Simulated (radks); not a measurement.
The numbers below are computed, except where a source is named.
Coulomb parameter of the 4d shell of the silver ion Ag+ in the model configuration [Kr] 4d9 5s1, as a second difference U = [E(n + 0.5) + E(n - 0.5) - 2 E(n)] / (0.5)^2 with all orbitals relaxed. "Bare": the charge of the atom changes with n. "Screened": the 5s shell takes up the change at fixed total charge, which measures U(4d,4d) + U(5s,5s) - 2 U(4d,5s). Code: a radial shooting solver on a logarithmic mesh with Libxc functionals. Model: scalar-relativistic Kohn-Sham, BLYP, spin-unpolarised, spherical densities, finite nucleus; Fermi nuclear charge, rms radius 4.5454 fm.

case,configuration,E - E(n) (eV)
start,[Kr] 4d9 5s1,0.000
bare +0.5,[Kr] 4d9.5 5s1,-7.990
bare -0.5,[Kr] 4d8.5 5s1,11.197
screened +0.5,[Kr] 4d9.5 5s0.5,-2.848
screened -0.5,[Kr] 4d8.5 5s1.5,3.417

U(bare) = 12.829 eV, U(screened by 5s) = 2.274 eV, against the Slater integral F0(4d,4d) = 18.559 eV with frozen orbitals.
